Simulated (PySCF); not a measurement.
Job file and geometry (Å, from GFN2-xTB) of an NMR shielding run on SMILES C=CC[Si](C)(C)[O][AlH2], C$_{5}$H$_{13}$AlOSi, PySCF 2.14.0, density-fitted response routines, GIAO PBE0/pcSseg-1 NMR shielding, non-relativistic, gas phase; density fitting, a coarse starting grid and PySCF grid level 2 are the driver's defaults:

```
$ OMP_NUM_THREADS=1 python probes_run.py task.json out

{"job": {"kind": "nmr", "xc": "PBE0", "basis": "pcSseg-1"}, "charge": 0, "multiplicity": 1}
C     -1.571294     1.925807     0.528490
C     -1.758014     0.593794     0.558342
C     -1.331932    -0.324282    -0.496967
Si     0.556989    -0.718983    -0.171674
C      0.706720    -2.183337     1.031901
C      1.426963    -1.016440    -1.834852
O      1.099868     0.640242     0.525430
Al     0.729763     2.154757     1.192108
H     -1.318545     2.419808    -0.403569
H     -1.968855     2.562089     1.307290
H     -2.139120     0.137982     1.463662
H     -1.401438     0.142784    -1.477012
H     -1.918016    -1.238475    -0.492566
H      0.266222    -3.085038     0.618682
H      0.215618    -1.969742     1.976503
H      1.749057    -2.396431     1.247074
H      2.483543    -1.209715    -1.681096
H      1.344093    -0.154687    -2.489882
H      1.007066    -1.873426    -2.351268
H      0.671775     2.215675     2.732537
H      1.140616     3.394560     0.371100
```

Q: Write the output of this run.

A: 
```
coarse grid: 17824 points
cycle   1  E = -804.7510532861  dE =  6.656e-01  |g| = 9.527e-01  |ddm| = 4.059e+00
cycle   2  E = -804.4120950900  dE =  3.390e-01  |g| = 1.604e+00  |ddm| = 2.233e+00
cycle   3  E = -804.9213287942  dE = -5.092e-01  |g| = 2.271e-01  |ddm| = 1.722e+00
cycle   4  E = -804.9322763252  dE = -1.095e-02  |g| = 5.486e-02  |ddm| = 2.176e-01
cycle   5  E = -804.9330000208  dE = -7.237e-04  |g| = 1.160e-02  |ddm| = 5.176e-02
cycle   6  E = -804.9330274798  dE = -2.746e-05  |g| = 6.002e-03  |ddm| = 1.613e-02
cycle   7  E = -804.9330368089  dE = -9.329e-06  |g| = 1.167e-03  |ddm| = 5.674e-03
final grid: 160904 points
cycle   8  E = -804.9896256834  dE = -3.207e-05  |g| = 1.139e-02  |ddm| = 2.788e-02
cycle   9  E = -804.9895992060  dE =  2.648e-05  |g| = 1.636e-02  |ddm| = 2.036e-02
cycle  10  E = -804.9896535027  dE = -5.430e-05  |g| = 2.178e-03  |ddm| = 1.281e-02
cycle  11  E = -804.9896544515  dE = -9.487e-07  |g| = 1.448e-04  |ddm| = 1.802e-03
cycle  12  E = -804.9896544547  dE = -3.225e-09  |g| = 7.323e-05  |ddm| = 1.807e-04
cycle  13  E = -804.9896544556  dE = -9.536e-10  |g| = 3.742e-05  |ddm| = 9.429e-05
cycle  14  E = -804.9896544560  dE = -3.770e-10  |g| = 4.993e-06  |ddm| = 3.481e-05
converged SCF energy = -804.9896544560

GIAO shielding tensors (ppm)
atom      isotropic    diamagn.    paramagn.     s11        s22        s33       span
  0 C       87.840     259.682    -171.841     -8.463    112.412    159.572    168.034
  1 C       -1.055     259.920    -260.974   -142.919    -27.105    166.859    309.778
  2 C      147.303     258.924    -111.621    112.010    160.748    169.151     57.141
  3 Si     338.766     881.484    -542.718    308.297    329.136    378.866     70.570
  4 C      184.274     255.852     -71.578    175.371    183.393    194.058     18.687
  5 C      183.266     255.724     -72.458    174.593    180.639    194.567     19.974
  6 O      228.670     402.103    -173.432    141.839    252.010    292.162    150.323
  7 Al     415.535     796.785    -381.250    374.945    403.067    468.594     93.650
  8 H       26.634      33.274      -6.640     22.749     25.803     31.349      8.600
  9 H       26.579      30.111      -3.533     23.321     25.953     30.462      7.141
 10 H       24.017      32.879      -8.862     19.888     24.931     27.232      7.344
 11 H       29.677      34.654      -4.977     25.757     28.422     34.853      9.096
 12 H       29.343      33.281      -3.938     26.473     27.687     33.868      7.395
 13 H       31.874      31.093       0.781     27.952     29.067     38.602     10.649
 14 H       31.608      32.831      -1.223     27.071     29.963     37.790     10.719
 15 H       31.289      30.376       0.912     27.108     28.608     38.150     11.042
 16 H       31.143      30.257       0.886     27.040     28.466     37.922     10.881
 17 H       31.436      32.508      -1.072     27.011     29.407     37.889     10.878
 18 H       31.746      30.908       0.838     27.739     29.150     38.349     10.610
 19 H       27.454      30.440      -2.986     24.493     24.767     33.103      8.610
 20 H       27.430      30.246      -2.816     24.407     24.779     33.103      8.695
```

Size and cost of the density-fitted run: 215 basis functions, 100 s wall time on 1 thread of an Arm Neoverse N1, shared host; peak memory 0.98 GiB.
